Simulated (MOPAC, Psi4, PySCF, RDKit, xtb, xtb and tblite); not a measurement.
Two geometries of SMILES C=Cc1ccccc1B(O)O (C8H9BO2), relaxed at GFN2-xTB with one dihedral held; other torsions can differ between them too.

Structure A

```
20

C      1.1531    -0.3845    -2.7746
C      1.1841    -0.5743    -1.4637
C      0.4809     0.2732    -0.4895
C      0.6557     1.6522    -0.5727
C      0.0853     2.5005     0.3568
C     -0.6688     1.9727     1.3912
C     -0.8640     0.6067     1.4661
C     -0.3028    -0.2751     0.5409
B     -0.7261    -1.8000     0.6306
O     -0.3934    -2.7704    -0.2641
O     -1.4823    -2.1749     1.6885
H      1.7069    -1.0078    -3.4567
H      0.5596     0.3989    -3.2162
H      1.7921    -1.3678    -1.0428
H      1.2657     2.0539    -1.3695
H      0.2349     3.5677     0.2778
H     -1.1105     2.6255     2.1299
H     -1.4694     0.1890     2.2557
H      0.0977    -2.4889    -1.0358
H     -1.7128    -3.1047     1.6793
```

Structure B

```
20

C     -1.2569    -0.3131    -2.7782
C     -0.9562    -0.6320    -1.5256
C     -0.3901     0.2738    -0.5264
C     -0.5951     1.6504    -0.6063
C     -0.0672     2.5026     0.3435
C      0.6708     1.9880     1.3964
C      0.8706     0.6223     1.4900
C      0.3560    -0.2560     0.5405
B      0.6523    -1.8099     0.6857
O      1.3300    -2.5337    -0.2518
O      0.2767    -2.4392     1.8159
H     -1.6701    -1.0365    -3.4604
H     -1.0962     0.6746    -3.1768
H     -1.1104    -1.6482    -1.1836
H     -1.1945     2.0522    -1.4096
H     -0.2387     3.5669     0.2688
H      1.0806     2.6482     2.1467
H      1.4364     0.2185     2.3168
H      1.5800    -2.0703    -1.0489
H      0.5233    -3.3652     1.8468
```

Question: Which is lower in energy at the level B3LYP-D3(BJ)/def2-SVP // GFN2-xTB run with Psi4, and by how much?

Answer: A is lower, by 2.98 kJ/mol (dihedral C3–C8–B9–O10: 0° in A, 60° in B).

E(B) − E(A) in kJ/mol at the other levels, on the same two geometries: GFN2-xTB (xtb and tblite) -2.13; B3LYP/def2-SVP // GFN2-xTB (Psi4) 1.99; PBE/def2-SVP // GFN2-xTB (Psi4) 2.55; PBE-D3(BJ)/def2-SVP // GFN2-xTB (Psi4) 3.10; UFF // GFN2-xTB (RDKit) -23.31; PM6, restricted, heats of formation // GFN2-xTB (MOPAC) -2.70; PM3, restricted, heats of formation // GFN2-xTB (MOPAC) -8.23; GFN1-xTB // GFN2-xTB (xtb) 1.96; restricted B3LYP/6-31G*, spherical d, density fitting // GFN2-xTB (PySCF) 4.68; restricted Hartree-Fock/LANL2DZ, density fitting // GFN2-xTB (PySCF) 8.42; restricted MP2 (frozen core)/3-21G // GFN2-xTB (PySCF) 8.92; restricted B3LYP/6-311+G**, spherical d, density fitting // GFN2-xTB (PySCF) 3.57.
